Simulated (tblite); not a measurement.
C3H5Cl3OSi.
Z-matrix (Å and degrees, GFN2-xTB geometry), rows numbered from 1:
```
C 
C   1  1.3246
O   2  1.3361  1  125.85
Si  3  1.6375  2  133.33  1     0.90
C   2  1.5098  1  124.06  3   179.97
Cl  5  1.7596  2  113.67  1     0.23
Cl  5  1.7834  2  108.85  1  -120.69
Cl  5  1.7835  2  108.93  1   121.23
H   1  1.0721  2  122.01  3  -179.99
H   1  1.0744  2  120.06  3    -0.02
H   4  1.4633  3  109.73  2    60.37
H   4  1.4632  3  109.85  2   -60.21
H   4  1.4518  3   98.34  2  -179.93
```

All values are computed: GFN2-xTB (tblite) harmonic vibrations without scaling, gas phase. Errors from tens to a few hundred cm⁻¹ against measured bands are possible. Modes of hydrogen on silicon can be 10 to 20 % off. One conformer, not necessarily the lowest.

Harmonic wavenumbers (cm⁻¹): 25.1, 49.3, 103.3, 135.3, 165.3, 196.7, 211.9, 245.7, 270.8, 343.8, 401.0, 533.9, 555.9, 601.0, 636.1, 668.0, 701.9, 725.3, 746.3, 779.9, 795.4, 814.9, 856.2, 940.1, 1036.6, 1236.8, 1375.7, 1700.6, 2248.0, 2271.6, 2367.0, 3137.7, 3182.5.

A = 1493, B = 677.3, C = 642.9 MHz; mass 189.918 u (most abundant isotopes); point group Cs, symmetry number 1.

**Question.** Zero-point energy?

**Answer.** ½Σν̃ = 15030 cm⁻¹ = 179.80 kJ/mol.

**Question.** Entropy at 273.15 K, 1 bar (ideal gas, RRHO, classical rotation)?

**Answer.** Translation 172.47, rotation 126.86, vibration 129.82: S = 429.1 J/(mol K).

**Question.** And Cp and H(273.15 K) − H(0)?

**Answer.** Cp = 155.16 J/(mol K), of which vibrations give 121.90 (their classical limit is 33 R = 274.4); H(273.15 K) − H(0) = 26.94 kJ/mol without the zero-point energy, 17.86 from vibrations.

**Question.** Blend soft modes into free rotors: weight 1/[1 + (100 cm⁻¹/ν̃)⁴] for the oscillator and the rest for a rotor with moment μB/(μ + B), μ = h/(8π²ν), B = 10⁻⁴⁴ kg m². What vibrational entropy results?

**Answer.** 116.23 J/(mol K) in place of 129.82, which changes −T·S at 273.15 K by +3.71 kJ/mol.

**Question.** What must be added to the electronic energy to get the Gibbs energy at 273.15 K and 1 bar?

**Answer.** ZPE + [H(273.15 K) − H(0)] − T·S = 179.80 + 26.94 − 117.22 = 89.52 kJ/mol.

**Question.** Which modes carry the vibrational entropy at 273.15 K?

**Answer.** 25.1 cm⁻¹: 25.14; 49.3 cm⁻¹: 19.55; 103.3 cm⁻¹: 13.48; 135.3 cm⁻¹: 11.30; 165.3 cm⁻¹: 9.72; 196.7 cm⁻¹: 8.38 J/(mol K); the other 27 give 42.24 together.

**Question.** How do the functions run with temperature in this model?

**Answer.** 
```tsv
T (K)	S (J/(mol K))	Cp (J/(mol K))	H − H(0) (kJ/mol)	G − H(0) (kJ/mol)	ln q(vib)
50	263.6	59.0	2.27	-10.91	1.03
100	312.9	85.3	5.90	-25.39	2.55
298.15	443.1	163.5	30.93	-101.18	8.46
373.15	482.2	184.8	44.02	-135.91	10.56
500	540.2	211.1	69.25	-200.85	13.89
750	632.4	242.9	126.37	-347.93	19.75
1000	705.1	261.8	189.63	-515.44	24.80
```

q(vib) and H(0) count from the zero-point level.

Hindered rotation and anharmonicity are outside this model. Other conformers, if any are populated, would add a mixing term that is left out.

On Intel Xeon at 2.50 GHz, one thread (shared host), this took 2.3 s. The figure is for the frequency step alone.
